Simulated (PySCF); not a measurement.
ECD: `CS[C@@H]1C[C@]1(S)C#N`, C₅H₇NS₂

Geometry (Å), atoms numbered from 1 in this order:
```xyz
15

C     2.2776    0.3976    0.1077
S     1.2517    0.1926   -1.3771
C    -0.0944   -0.7433   -0.6503
C    -1.4736   -0.5397   -1.1780
C    -1.1326   -0.0318    0.1985
S    -1.8398   -0.9467    1.6034
C    -1.0294    1.3599    0.4482
N    -0.9301    2.4698    0.7107
H     1.7509    1.0182    0.8276
H     2.5115   -0.5776    0.5256
H     3.1875    0.8933   -0.2126
H     0.1952   -1.7353   -0.3253
H    -2.1341   -1.3918   -1.2435
H    -1.6137    0.1978   -1.9551
H    -0.9310   -0.5550    2.4983
```

Theory: PySCF 2.14.0, TDDFT B3LYP/def2-SVPD circular dichroism and optical rotation, one conformer, gas phase. Geometry: GFN2-xTB.

The molecule is flexible and this is one conformer; a measurement averages over conformers. States above about 6.7 eV (minus the energy of the highest occupied orbital) lie near or above the ionisation threshold and depend on the basis.

(1) What are the CIP labels of the stereocentres?

(2) List the lowest 12 singlet excitations with oscillator and rotatory strengths.

Results:

(1) C3 R, C5 S.

(2) Rotatory strengths R in 10⁻⁴⁰ esu² cm², velocity form and length form (origin at the centre of mass); f in length form.
```csv
state,E (eV),λ (nm),f,R (velocity),R (length),main
1,4.90,253,0.020,-29.3,-27.9,HOMO→LUMO 0.89
2,5.28,235,0.005,+3.2,+3.2,"HOMO−1→LUMO 0.60, HOMO→LUMO+2 0.32"
3,5.35,232,0.001,+6.5,+6.3,"HOMO→LUMO+2 0.50, HOMO−1→LUMO 0.29"
4,5.69,218,0.007,-12.7,-11.8,"HOMO→LUMO+1 0.83, HOMO→LUMO+2 0.12"
5,5.87,211,0.023,+10.0,+10.1,HOMO→LUMO+3 0.95
6,6.15,201,0.026,-5.5,-6.1,HOMO−1→LUMO+1 0.84
7,6.32,196,0.020,+5.6,+5.5,HOMO→LUMO+4 0.83
8,6.44,192,0.034,+3.9,+3.9,"HOMO−1→LUMO+2 0.68, HOMO−1→LUMO+3 0.24"
9,6.47,191,0.004,-3.2,-2.7,"HOMO→LUMO+5 0.72, HOMO→LUMO+6 0.17"
10,6.57,189,0.014,+10.0,+8.9,"HOMO→LUMO+6 0.73, HOMO→LUMO+5 0.17"
11,6.63,187,0.025,+38.6,+37.3,"HOMO−1→LUMO+3 0.70, HOMO−1→LUMO+2 0.20"
12,6.75,184,0.018,-8.6,-9.5,"HOMO−2→LUMO 0.60, HOMO−3→LUMO 0.18"
```

Among the states computed, the strongest CD band (largest |R|) is state 11. The largest dissymmetry factor in size, g = 4R/(D+G), with D and G the electric and magnetic dipole strengths, is +0.037 for state 3 (velocity form, f = 0.001), among bands with |R| over 0.5. The mirror image has the same energies and oscillator strengths and all R with the opposite sign.
